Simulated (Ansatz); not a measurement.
Al2Br2F2H2 (`[F][Al@H-]1[Br+][Al@H-]([F])[Br+]1`). Charge 0, multiplicity 1. The structure was optimised at the PBE0-D4/def2-TZVP level.

```xyz
8

F     1.387    0.521    2.366
Al    1.120    0.945    0.798
Br    1.300   -1.102   -0.520
Al   -1.120   -0.945   -0.798
F    -1.388   -0.522   -2.366
Br   -1.300    1.103    0.519
H     1.851    2.136    0.100
H    -1.851   -2.136   -0.099
```

Q: What is the dipole moment at ωB97M-V/def2-TZVPP? (Best estimate.)

A: Ansatz gave: 0.00 D, zero by symmetry or nearly so.

Q: Give the Mulliken charges with ωB97M-V, r2SCAN, PBE in def2-TZVPP. (An estimate is asked.)

A: The calculation gave: 
| atom | ωB97M-V | r2SCAN | PBE |
| --- | --- | --- | --- |
| F1 | -0.33 | -0.34 | -0.30 |
| Al2 | 0.56 | 0.64 | 0.53 |
| Br3 | -0.13 | -0.15 | -0.12 |
| Al4 | 0.56 | 0.65 | 0.53 |
| F5 | -0.33 | -0.34 | -0.30 |
| Br6 | -0.13 | -0.15 | -0.12 |
| H7 | -0.10 | -0.15 | -0.11 |
| H8 | -0.10 | -0.15 | -0.11 |
